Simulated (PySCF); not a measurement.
A PySCF script (with the pyscf-properties extension) for the NMR shieldings of SMILES FC[C@@H]1C=C[SiH2][SiH2]1, C4H9FSi2, on a GFN2-xTB geometry:

```python
import basis_set_exchange as bse
import numpy as np
from pyscf import gto, dft
from pyscf.prop import nmr

atoms = """
F    -1.775647    0.297988   -1.404466
C    -2.016948    0.086927   -0.065117
C    -0.710727   -0.150924    0.679776
C     0.068550    1.132812    0.731360
C     1.251460    1.312494    0.155500
Si    2.049620   -0.131661   -0.757522
Si    0.331013   -1.547308   -0.159678
H    -2.675380   -0.785249   -0.002726
H    -2.546487    0.977669    0.294697
H    -0.993858   -0.421480    1.702467
H    -0.424970    1.944353    1.260558
H     1.727006    2.281121    0.222726
H     3.376779   -0.407027   -0.187378
H     2.251087    0.186438   -2.175431
H     0.573233   -2.566738    0.873053
H    -0.492328   -2.200470   -1.179230
"""
names = dict.fromkeys(["F", "C", "Si", "H"], "pcSseg-1")
basis = {el: gto.basis.parse(bse.get_basis(n, elements=[el], fmt="nwchem")) for el, n in names.items()}
mol = gto.M(atom=atoms, basis=basis, charge=0, verbose=0)
mf = dft.RKS(mol, xc="PBE0")
mf.grids.level = 2
mf.grids.alignment = dft.numint.BLKSIZE   # the property module wants whole blocks of grid points
mf.conv_tol = 1e-9
mf.kernel()

calc = nmr.RKS(mf)   # GIAO
C = mf.mo_coeff
Co = C[:, mf.mo_occ > 0]
resp = mf.gen_response(singlet=True, hermi=2)
def vind(x):   # induced exchange potential for any number of trial vectors
    d = np.einsum("pi,xij,qj->xpq", C, 2 * x.reshape(-1, C.shape[1], Co.shape[1]), Co, optimize=True)
    return np.einsum("xpq,pi,qj->xij", resp(d - d.transpose(0, 2, 1)), C, Co, optimize=True).ravel()
mo1, _ = nmr.rhf.solve_mo1(calc, with_cphf=vind)
sigma = calc.kernel(mo1)
for i, s in enumerate(sigma):   # ppm
    w = np.linalg.eigvalsh((s + s.T) / 2)
    print("%2d %-2s iso %8.1f  s11 %8.1f  s22 %8.1f  s33 %8.1f" % (i, mol.atom_pure_symbol(i), w.mean(), *w))
```

Q: Give the expected output.

A: 
```
 0 F  iso    410.1  s11    369.3  s22    404.0  s33    457.0
 1 C  iso     98.8  s11     66.0  s22     86.9  s33    143.6
 2 C  iso    145.2  s11    137.9  s22    141.6  s33    156.0
 3 C  iso     23.6  s11    -92.5  s22     29.3  s33    134.1
 4 C  iso     50.9  s11    -55.3  s22     49.2  s33    158.9
 5 Si iso    418.7  s11    376.3  s22    412.4  s33    467.5
 6 Si iso    424.7  s11    388.4  s22    416.1  s33    469.6
 7 H  iso     26.8  s11     23.0  s22     26.0  s33     31.4
 8 H  iso     26.8  s11     22.3  s22     26.5  s33     31.5
 9 H  iso     29.2  s11     25.4  s22     27.0  s33     35.3
10 H  iso     24.6  s11     22.5  s22     24.9  s33     26.5
11 H  iso     25.2  s11     23.8  s22     25.0  s33     26.9
12 H  iso     27.4  s11     24.1  s22     24.6  s33     33.5
13 H  iso     27.3  s11     24.4  s22     24.5  s33     33.0
14 H  iso     27.8  s11     24.2  s22     25.2  s33     34.0
15 H  iso     27.8  s11     23.8  s22     26.6  s33     33.0
```

These numbers come from an equivalent density-fitted implementation of the same equations, which agrees with the script to about 0.01 ppm for H and up to a few tenths of a ppm for heavy atoms, so last digits may differ.

Q: Turn these shieldings into chemical shifts. Scale: CFCl3 for 19F (σref 170.95); 13C (σref 186.93), 29Si (σref 349.16), 1H (σref 31.72) against TMS (reference shieldings calculated alike).

A: Averaging equivalent atoms: F 0: -239.1; C 3: 163.3; C 4: 136.0; C 1: 88.1; C 2: 41.8; Si 5: -69.6; Si 6: -75.5; H 10: 7.08; H 11: 6.49; H 8: 4.96; H 7: 4.91; H 13: 4.42; H 12: 4.32; H 14: 3.92; H 15: 3.91; H 9: 2.48 ppm. Unscaled 19F shifts against computed CFCl3 carry errors that often reach 10 to 50 ppm.

Size and cost of the density-fitted run: 178 basis functions, 34 s wall time on 1 thread of an Arm Neoverse V1, shared host; peak memory 0.82 GiB.
